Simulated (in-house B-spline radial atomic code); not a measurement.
## Sn4+: [Kr] 4d10

Level of theory: non-relativistic r2SCAN, spin-polarised, spherical fractional occupations, point nucleus; calculated with a B-spline radial code for spherical atoms.

Screening seen three ways: the hydrogenic charge with the same mean radius, Z_r = [3n² - l(l+1)]/(2<r>), the one with the same energy, Z_e = n√(-2ε), and Slater's rules. Values are occupation-weighted means over spin.

```csv
shell,electrons,ε (eV),<r> (bohr),Z_r,Z_e,Slater
1s,2,-28064,0.03043,49.30,45.42,49.70
2s,2,-4191.4,0.1314,45.67,35.10,45.85
2p,6,-3920.2,0.1121,44.59,33.95,45.85
3s,2,-845.64,0.3517,38.38,23.65,38.75
3p,6,-733.37,0.3431,36.44,22.03,38.75
3d,10,-526.12,0.3146,33.37,18.66,28.85
4s,2,-169.15,0.8495,28.25,14.10,22.25
4p,6,-131.52,0.8978,25.62,12.44,22.25
4d,10,-69.023,1.059,19.83,9.01,10.85
```

The least bound orbital is 4d at -69.02 eV, and it is also the most diffuse (<r> = 1.059 bohr).
